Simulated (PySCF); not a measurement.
Structure with atom numbers: `[OH:1][CH2:2][CH2:3][C:4]1=[C:5]([CH2:6][OH:7])[SiH2:8][SiH2:9]1`. Each H is labelled by its parent atom.

Computed data (PySCF 2.14.0 with density-fitted response routines): GFN2-xTB structure, shielding tensors at PBE0/pcSseg-1 (GIAO). Fast rotation and ring inversion assumed for equivalent nuclei, no relativistic terms, in vacuum, single conformer.

δ = σ(ref) − σ, references computed at the same level: 13C (186.93 ppm), 1H (31.72 ppm), 29Si (349.16 ppm) against TMS; 17O (336.08 ppm) against H2O.

| atoms | nucleus | count | δ (ppm) |
| --- | --- | --- | --- |
| O7 | 17O | 1 | 54.9 |
| C4 | 13C | 1 | 174.3 |
| C6 | 13C | 1 | ? |
| O1 | 17O | 1 | ? |
| H(Si8) | 1H | 2 | 4.78 |
| H(C6) | 1H | 2 | 4.42 |
| Si8 | 29Si | 1 | -67.3 |
| H(O7) | 1H | 1 | ? |
| H(O1) | 1H | 1 | 0.91 |
| H(C2) | 1H | 2 | 3.91 |
| H(Si9) | 1H | 2 | ? |
| Si9 | 29Si | 1 | -70.6 |
| C5 | 13C | 1 | 183.2 |
| C3 | 13C | 1 | ? |
| H(C3) | 1H | 2 | 2.61 |
| C2 | 13C | 1 | 62.1 |

Estimate the values marked ?.

Results:


- C6: 62.9 ppm, allylic sp3 CH2 bonded to O; the inductive effect lowers its shielding
- C3: 41.2 ppm, allylic sp3 CH2; a saturated carbon with 2 carbon neighbours and no heteroatom attached
- H(Si9): 4.70 ppm, hydrogen on a silicon bonded to C, Si, in a 4-membered ring
- H(O7): 2.07 ppm, hydrogen on an alcohol oxygen; exchangeable, gas-phase position
- O1: 46.0 ppm, alcohol oxygen

OH and NH positions are those of a molecule without intermolecular hydrogen bonds; in solution they move with solvent, concentration and temperature, and exchange usually removes their couplings. Shifts are as computed. Against solution values, carbons near 30 ppm lie about +3 ppm off and those near 130 ppm about +5 ppm. Of 1211 compounds with measured shifts, 218 miss one by over three times the rms of a fit or turn the order of signals round; such compounds aren't used in these exercises. Experimental scales use liquid or dissolved standards, which lie at an offset from isolated H2O (liquid H2O: subtract about 36 ppm).
